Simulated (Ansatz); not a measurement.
```xyz
2

Cu   -0.0209    0.0131    0.0275
H    -0.0653   -0.0169    1.3431
```

RHF on singlet CuH was run in several spherical basis sets with Ansatz (development build ahead of 0.2.0).

(1) Rank the basis sets by the total energy that they give, lowest first, with the distance from the lowest.
A. def2-SVP
B. 6-31G
C. STO-3G
D. cc-pVDZ

Results:

(1) D (0.00 eV), A (7.43 eV), B (10.08 eV), C (507.59 eV).

Totals follow the description of the cores as much as that of the bonds, so this order isn't one of quality for chemistry.
